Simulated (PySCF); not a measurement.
Species: C₇H₈N (doublet state).
Geometry (GFN2-xTB, Å), atoms numbered from 1 in this order:
```xyz
16
C7H8N angstrom
N     -3.195   -0.540   -1.482
C     -2.242   -0.305   -0.861
C     -1.125   -0.033   -0.124
C     -0.580    1.348   -0.025
C      0.922    1.353    0.022
C      1.658    0.255    0.035
C      1.078   -1.125    0.034
C     -0.365   -1.109    0.565
H     -0.934    1.964   -0.858
H     -0.953    1.827    0.893
H      1.379    2.332    0.031
H      2.737    0.321    0.034
H      1.091   -1.520   -0.988
H      1.688   -1.790    0.648
H     -0.327   -0.889    1.638
H     -0.840   -2.081    0.425
```

The hyperfine couplings belong to this conformer and change with its torsions.

The species is `N#C[C]1CC=CCC1` [radical].

Method used: PySCF 2.14.0, UKS B3LYP, pcH-1 on C H N, non-relativistic, mean-field spin-orbit, GIAO. Isolated species at its GFN2-xTB geometry (one conformer only). Couplings are sensitive to structure, and on GFN2-xTB geometries they can be far from those on DFT ones. No stability test was run, so a lower SCF solution isn't excluded.

(1) Give the principal g shifts and their parts.

(2) What are the electron Larmor frequencies g μB B/h along the three axes at 350 mT?

(3) At 9.612 GHz, how far is the centre of the isotropic spectrum from where a free electron (g = 2.002319) resonates?

(4) How much does each term add to the isotropic shift?

(5) In a frozen sample, at which fields do the three g values resonate at 9.5, 34, 94 and 263 GHz (hyperfine left aside), and which band first spreads them over more than twice a line width of 0.3 mT?

Results:

(1) 
```tsv
Δg (ppm)	1	2	3
relativistic mass correction	-174	-174	-174
gauge correction	-10	38	29
orbital Zeeman/spin–orbit	120	1115	1220
total	-63	979	1075
```

So g = 2.00226, 2.00330, 2.00339 and g_iso = 2.00298; the tensor is close to axial: the two nearest values differ by 8 % of g3 − g1. Axes: g2 points within 3° of the C2–C3 bond.

(2) 9.8084, 9.8135, 9.8140 GHz for g1, g2 and g3, a range of 5.6 MHz.

(3) B = hν/(g μB) with μB/h = 13.99624 MHz/mT gives 342.98 mT for the free electron and 342.87 mT at g_iso, 0.11 mT lower.

(4) The orbital-Zeeman/spin–orbit term 819, the mass correction -174 and the gauge correction 19 ppm, for a total of 664 ppm. The orbital-Zeeman/spin–orbit term is the largest in size. The mass correction is the same along every axis, so the anisotropy comes from the other two: their spans along these axes are 48 (gauge) and 1100 ppm (orbital Zeeman/spin–orbit).

(5) 
| band | GHz | B(g3) mT | B(g2) mT | B(g1) mT | spread mT |
| --- | --- | --- | --- | --- | --- |
| X | 9.5 | 338.80 | 338.82 | 338.99 | 0.19 |
| Q | 34.0 | 1212.55 | 1212.61 | 1213.24 | 0.69 |
| W | 94.0 | 3352.35 | 3352.51 | 3354.26 | 1.91 |
| J | 263.0 | 9379.46 | 9379.91 | 9384.79 | 5.33 |

The spread grows in proportion to the frequency. Q band is the first where it exceeds 0.6 mT.

The largest Mulliken spin populations are on C3 (+0.80), N1 (+0.39), C2 (-0.21) and C4 (-0.06). The angles at C3 add up to 359.9°, so it is planar.

The HOMO–LUMO gaps are 6.07 eV among the α and 4.30 eV among the β orbitals.
